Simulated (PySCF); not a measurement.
# Orbital picture of PmN

CAM-B3LYP at R = 1.730 Å; PySCF, spin-free X2C with a Gaussian nucleus, basis sets Pm x2c-SVPall, N x2c-SVPall. State: quintet, about 4.4 electrons in the 4f shell (Mulliken), real f orbitals that mix terms. Only the outer orbitals are listed, counted within each symmetry.

```csv
spin,orbital,occ.,ε (eV),on Pm (%),main shells (%)
α,13σ,1,-15.13,31,"68 N s, 13 Pm p, 11 Pm d"
α,14σ,1,-8.79,91,89 Pm f
α,1φ,1,-8.60,100,100 Pm f
α,3δ,1,-8.11,100,100 Pm f
α,3δ,1,-8.11,100,100 Pm f
α,7π,1,-6.71,43,"57 N p, 30 Pm d, 12 Pm f"
α,7π,1,-6.71,43,"57 N p, 30 Pm d, 12 Pm f"
α,15σ,1,-5.20,59,"40 Pm d, 38 N p, 12 Pm p"
α,16σ,0,-1.08,98,"79 Pm s, 16 Pm p"
α,8π,0,1.04,100,"51 Pm p, 32 Pm d, 18 Pm f"
α,8π,0,1.04,100,"51 Pm p, 32 Pm d, 18 Pm f"
β,13σ,1,-15.05,31,"67 N s, 16 Pm p, 10 Pm d"
β,7π,1,-6.68,35,"64 N p, 27 Pm d"
β,7π,1,-6.68,35,"64 N p, 27 Pm d"
β,14σ,1,-5.75,49,"49 N p, 26 Pm d, 13 Pm p"
β,15σ,0,-0.99,98,"80 Pm s, 15 Pm p"
β,8π,0,1.20,99,"75 Pm p, 23 Pm d"
β,8π,0,1.20,99,"75 Pm p, 23 Pm d"
```

Q: Which are the highest filled and the lowest empty level, where do they sit, and how wide is the gap?

A: Highest filled α 15σ at -5.20 eV (in %: 40 Pm d, 38 N p, 12 Pm p); lowest empty α 16σ at -1.08 eV (in %: 79 Pm s, 16 Pm p); the gap at CAM-B3LYP is 4.12 eV.

| Property | Result |
| --- | --- |
| bond order (Mayer) | 3.20 |
| ⟨S²⟩ | 6.038 |
| charge on Pm (Mulliken, basis-dependent) | 0.24 |
| charge on Pm (Löwdin, basis-dependent) | 0.07 |
| dipole moment (positive dipole means Pm(−)N(+)) | -7.17 D |
| polarisability along the bond | 73.0 bohr³ |
| polarisability across the bond | 25.3 bohr³ |

Spin–orbit coupling is left out. With d or f electrons several states lie close, and the lowest PBE0 determinant need not be the measured ground state.
